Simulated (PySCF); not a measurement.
Input for PySCF: R-HF/STO-3G on FGeHO (SMILES [OH][Ge][F]), a point of a bond scan (R = 0.868 Å).

```python
from pyscf import gto, scf, dft, mp
from pyscf.data.elements import chemcore

mol = gto.M(
    atom='''
    Ge    0.10773481   -0.04926187    0.40773364
    F     0.24737472    1.37145337   -0.62469851
    O    -0.60849455   -1.09652179   -0.85745356
    H    -0.78618650   -1.90472579   -0.59475063
    ''',
    basis='sto-3g',
    charge=0, spin=0, verbose=3, max_memory=1800)
mf = scf.RHF(mol)
mf.conv_tol = 1e-8
mf.max_cycle = 100
mf.kernel()
if not mf.converged:
    mf = mf.newton().run(mf.mo_coeff, mf.mo_occ)
```

Q: What total energy does the run end on?

A: -2224.1857 hartree.
